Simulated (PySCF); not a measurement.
CBr2, SMILES [C](Br)Br (connectivity only; charge and spin as stated), neutral, multiplicity 1.

Geometry optimised at B3LYP-D3(BJ)/def2-TZVP.

Two levels are set side by side: TDA-PBE/def2-SVPD (PySCF) and TDA-LC-ωPBE/def2-SVPD (PySCF). Vertical, same geometry. The lowest singlet is HOMO→LUMO 98 % with PBE and HOMO→LUMO 98 % with the other functional; states are paired by order. Differences are taken from unrounded values.

| quantity | TDA-PBE |
|---|---|
| lowest singlet excitation (eV) | 2.20 |
| lowest triplet excitation (TDA) (eV) | 0.94 |
| first bright state (f over 0.05) (eV) | 4.36 |
| its oscillator strength | 0.06 |

### Question
These are the TDA-PBE values. What does TDA-LC-ωPBE give? (The exact figures need the calculation; the answer reports its results.)

### Answer

```csv
quantity,TDA-LC-ωPBE,TDA-PBE minus TDA-LC-ωPBE
lowest singlet excitation (eV),2.11,0.10
lowest triplet excitation (TDA) (eV),0.51,0.43
first bright state (f over 0.05) (eV),4.90,-0.55
its oscillator strength,0.10,-0.04
```

Rough cost on one machine, each run with all the roots and properties that it gave: TDA-LC-ωPBE against TDA-PBE about 2 times.
